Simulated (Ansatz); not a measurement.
Ansatz (a first-principles code) input file for CdSe, SMILES [Se]=[Cd], B3LYP-D3(BJ)/def2-TZVP. 

Ansatz 0.2 input:
```yaml
crystal:
  periodic: [false, false, false]
  atoms:
    - {symbol: Cd, position_ang: [0.00000000, 0.00000000, -0.95878109]}
    - {symbol: Se, position_ang: [0.00000000, 0.00000000, 1.35357330]}
basis:
  gaussian:
    orbitals: def2-TZVP
hamiltonian:
  xc: b3lyp
  dispersion: d3bj
relax: {f_tol: 0.002, max_steps: 200}
```

It prints:

```
WARN ansatz: RAYON_NUM_THREADS=1 ignored (pool sized by the plan → 1); use --threads N
Functional definition: B3LYP
integrals: 0.03 GiB planned
755 factors; integrals over basis functions are off by at most 4.2e-4 eV
mean field: 0.31 GiB planned
mean field evaluation 1: about -69912.1036 eV, gradient 3.6e1 eV
mean field evaluation 2: about -69843.6425 eV, gradient 1.3e2 eV
mean field evaluation 4: about -69916.5828 eV, gradient 8.7e0 eV
mean field evaluation 8: about -69916.8254 eV, gradient 4.7e-1 eV
mean field evaluation 16: about -69916.8263 eV, gradient 2.4e-5 eV
mean field -69916.82629340 eV, -2569.3959749554 hartree, gradient 2.4e-5 eV, S^2 0.000000; 0 other end points of the search recorded, 0 dependent functions left out
the calculation of the forces begins
reference -69916.82646980 eV, -2569.3959814381 hartree; 27, 27 occupied and 61, 61 virtual orbitals, 755 factors
relax step   1: F+E_penalty+E_count = -69916.92150975 eV  Δ(F+E_penalty+E_count) = +0.000e0 eV  max|allowed force component| = 9.880e-1 eV/Å  Δτ_max = 0.0000 Å  (30 SCF iters, accepted)
these checks for a lower state are left out or cut short: starts, cluster_reference, orbital_swaps, neighbouring_geometries, increment
integrals: 0.03 GiB planned
755 factors; integrals over basis functions are off by at most 4.8e-4 eV
mean field: 0.31 GiB planned
mean field -69916.86326282 eV, -2569.3973335565 hartree, gradient 2.5e-5 eV, S^2 0.000000; 0 other end points of the search recorded, 0 dependent functions left out
the calculation of the forces begins
reference -69916.86344018 eV, -2569.3973400743 hartree; 27, 27 occupied and 61, 61 virtual orbitals, 755 factors
relax step   2: F+E_penalty+E_count = -69916.95856828 eV  Δ(F+E_penalty+E_count) = -3.706e-2 eV  max|allowed force component| = 2.331e-2 eV/Å  Δτ_max = 0.0388 Å  (34 SCF iters, accepted)
these checks for a lower state are left out or cut short: starts, cluster_reference, orbital_swaps, neighbouring_geometries, increment
integrals: 0.03 GiB planned
755 factors; integrals over basis functions are off by at most 4.8e-4 eV
mean field: 0.31 GiB planned
mean field evaluation 32: about -69916.8633 eV, gradient 1.0e-5 eV
mean field -69916.86328356 eV, -2569.3973343187 hartree, gradient 1.0e-5 eV, S^2 0.000000; 0 other end points of the search recorded, 0 dependent functions left out
the calculation of the forces begins
reference -69916.86346094 eV, -2569.3973408374 hartree; 27, 27 occupied and 61, 61 virtual orbitals, 755 factors
relax step   3: F+E_penalty+E_count = -69916.95859460 eV  Δ(F+E_penalty+E_count) = -2.632e-5 eV  max|allowed force component| = 7.718e-4 eV/Å  Δτ_max = 0.0011 Å  (28 SCF iters, accepted)
integrals: 0.03 GiB planned
755 factors; integrals over basis functions are off by at most 4.8e-4 eV
mean field: 0.31 GiB planned
mean field -69916.86328356 eV, -2569.3973343187 hartree, gradient 1.0e-5 eV, S^2 0.000000; 2 other end points of the search recorded, 0 dependent functions left out
the calculation of the forces begins
reference -69916.86346094 eV, -2569.3973408374 hartree; 27, 27 occupied and 61, 61 virtual orbitals, 755 factors
Total energy: -69916.95877198 eV, -2569.4008434536 hartree
Atom 0 at     0.000000     0.000000    -0.998686 Å, force     0.000000     0.000000    -0.000772 eV/Å
Atom 1 at    -0.000000    -0.000000     1.393479 Å, force    -0.000000    -0.000000     0.000772 eV/Å
Dipole moment:    -0.000000    -0.000000    -1.101138 e Å
```

The run converged.

Cost: roughly 12 core-seconds.
